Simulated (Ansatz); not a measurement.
`F[B-]1(F)OC=CC=[O+]1` and `[CH3][Ti-]1([OH])([F])[O]C=CC=[O+]1` differ in one atom or group.

Ansatz, PBE0-D4/def2-TZVP geometries, multiplicity 1. Each molecule was computed in one conformer, which needn't be the lowest.

Scalar relativity is left out up to krypton.

```csv
property,`F[B-]1(F)OC=CC=[O+]1`
LUMO energy (ωB97M-V/def2-TZVPP) / eV,-0.64
size of the dipole moment (B3LYP/def2-TZVPP) / D,6.14
HOMO–LUMO gap (PBE0/def2-TZVPP) / eV,5.50
HOMO energy (PBE/def2-TZVPP) / eV,-7.14
HOMO–LUMO gap (ωB97M-V/def2-TZVPP) / eV,9.80
HOMO–LUMO gap (PBE/def2-TZVPP) / eV,3.45
```

Q: What does the change do to each property? (Best estimate.)

A: The calculation gave: 
```csv
property,`[CH3][Ti-]1([OH])([F])[O]C=CC=[O+]1`,shift
LUMO energy (ωB97M-V/def2-TZVPP) / eV,-0.21,0.43
size of the dipole moment (B3LYP/def2-TZVPP) / D,3.50,-2.64
HOMO–LUMO gap (PBE0/def2-TZVPP) / eV,5.26,-0.24
HOMO energy (PBE/def2-TZVPP) / eV,-6.18,0.96
HOMO–LUMO gap (ωB97M-V/def2-TZVPP) / eV,9.62,-0.18
HOMO–LUMO gap (PBE/def2-TZVPP) / eV,2.95,-0.50
```

With PBE0 the HOMO rises by 0.72 eV and the LUMO rises by 0.49 eV, so the gap narrows by about 0.23 eV. PBE moves the HOMO by 0.96 eV and ωB97M-V by 0.63 eV. Dipoles are sizes alone; their direction can turn.

B3LYP here is the variant with VWN-RPA as its local correlation; programs differ in this.
